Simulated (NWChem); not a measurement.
System: C$_{3}$H$_{7}$BO; SMILES C=CCBO

Here is an NWChem input.

```
start job
memory heap 200 mb stack 900 mb global 1100 mb
geometry units angstroms noautoz
  B     -0.356914     1.263546    -0.352233
  C     -0.588278    -0.034068     0.531647
  C     -0.342041    -1.286458    -0.272822
  C      0.638018    -2.166489    -0.057037
  H     -1.641144    -0.019870     0.861780
  H      0.029610    -0.040048     1.442043
  H     -1.017188    -1.445947    -1.114328
  H      1.340941    -2.052735     0.766288
  H      0.771769    -3.037905    -0.692089
  H     -0.930632     1.419963    -1.392849
  O      0.483948     2.271179    -0.004157
  H      0.934338     2.104759     0.839089
end
basis spherical
  * library def2-tzvp
end
dft
  xc xctpssh
  iterations 150
  semidirect filesize 400000000
  mulliken
end
task dft energy
```

The geometry was optimised at B3LYP/6-31G* (spherical d).

Task: Predict the main results of this run. (TPSSh/def2-TZVP.) Quantities: energy (Ha); highest occupied level (eV); orbital gap (eV); dipole (D).

Result: 
```yaml
energy (Ha): -218.73
highest occupied level (eV): -6.55
orbital gap (eV): 5.96
dipole (D): 1.60
```
